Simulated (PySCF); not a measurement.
## Correlation energy of Ru⁺ (ruthenium, charge +1)

[Kr] 4d6 5p1, one real determinant (an excited configuration). Computed with PySCF 2.14 in def2-TZVPPD with the def2 core potential (28 electrons), with scalar relativity through the core potential. Frozen: nothing; 15 electrons correlated.

```tsv
level	correlation energy (mhartree)
CCSD	-413.46
(T)	-10.78
CCSD(T)	-424.24
```

Diagnostics: T1 = 0.0093, D1 = 0.0454, largest double amplitude 0.044.

**Question.** Is a single reference adequate?

**Answer.** Yes, within this model without spin-orbit coupling: T1 lies below 0.03 and no double amplitude reaches 0.07.

The reference is one real determinant that mixes LS terms of this configuration.

The basis has no tight functions for the innermost shells, so their pair energies are far from complete.

This basis was not built for core-valence correlation, so the inner-shell part is incomplete.
